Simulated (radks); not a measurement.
Values are calculated unless marked as measured or tabulated.
Spherical jellium clusters: N electrons in a uniform positive sphere of charge N and radius rs N^(1/3), rs = 3.89 bohr. Level of theory: non-relativistic Kohn-Sham, LDA (Slater exchange, Perdew-Wang correlation), spin-polarised, spherical densities (a radial shooting solver with Libxc functionals). Levels are named by radial order and angular momentum (1s, 1p, 1d, 2s, ...), and open shells are averaged over m.

N = 19, configuration 1s2 1p6 1d10 2s(up 1, down 0). This is the lowest configuration that the search found. Occupied and some empty levels:

| level | occupation | eigenvalue (eV) | <r> (bohr) |
|---|---|---|---|
| 1s up | 1 | -5.2432 | 6.268 |
| 1s down | 1 | -5.0971 | 6.612 |
| 1p up | 3 | -4.3490 | 7.643 |
| 1p down | 3 | -4.2923 | 7.714 |
| 1d up | 5 | -3.2832 | 8.565 |
| 1d down | 5 | -3.2459 | 8.572 |
| 2s up | 1 | -2.9280 | 7.106 |
| 2s down | 0 | -2.6414 | 7.289 |
| 1f up | 0 | -2.0651 | 9.400 |
| 1f down | 0 | -2.0298 | 9.396 |
| 2p up | 0 | -1.5292 | 9.002 |
| 2p down | 0 | -1.4100 | 9.294 |
| 1g up | 0 | -0.75209 | 10.39 |
| 1g down | 0 | -0.71579 | 10.40 |

Energy (eV): total -35.6468, kinetic 33.994, external -1119.6, Hartree 552.81, exchange-correlation -70.714, background 567.82.
